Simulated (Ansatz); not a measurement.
Frontier orbitals of C2H6Cl2FO2Ta, SMILES `C[O][Ta]([F])([Cl])([Cl])[O]C`.

Charge 0, multiplicity 1. Correlated methods include outer-core shells of Ta, which these sets cover unevenly. Ta: def2 effective core potential. All single points use the PBE0-D4/def2-TZVP geometry. It is one conformer, not always the lowest. Basis def2-TZVPP, Ansatz.

```csv
functional,HOMO (eV),LUMO (eV)
HF,-12.17,1.89
```

Problem. Give HOMO and LUMO (eV) with LDA (SPW92), PBE, revPBE, BLYP, r2SCAN, B97M-V, PBE0, B3LYP, r2SCANh, r2SCAN0, HSE06 (plane-wave form), BHLYP, CAM-B3LYP, LC-ωPBE, ωB97X-V, ωB97M-V. (Estimate.)

Solution. Ansatz gave: 
| functional | HOMO | LUMO |
| --- | --- | --- |
| LDA (SPW92) | -7.33 | -2.64 |
| PBE | -7.17 | -2.40 |
| revPBE | -7.11 | -2.31 |
| BLYP | -7.02 | -2.29 |
| r2SCAN | -7.52 | -2.31 |
| B97M-V | -7.63 | -2.32 |
| PBE0 | -8.63 | -1.64 |
| B3LYP | -8.36 | -1.85 |
| r2SCANh | -8.06 | -2.02 |
| r2SCAN0 | -8.88 | -1.58 |
| HSE06 (plane-wave form) | -8.23 | -2.02 |
| BHLYP | -9.98 | -0.73 |
| CAM-B3LYP | -10.01 | -0.58 |
| LC-ωPBE | -11.39 | 0.58 |
| ωB97X-V | -11.04 | 0.47 |
| ωB97M-V | -10.92 | 0.40 |

B3LYP here is the variant with VWN-RPA as its local correlation; programs differ in this. LC-ωPBE has ω = 0.4 bohr⁻¹. Positive LUMOs are unbound and depend on the basis.
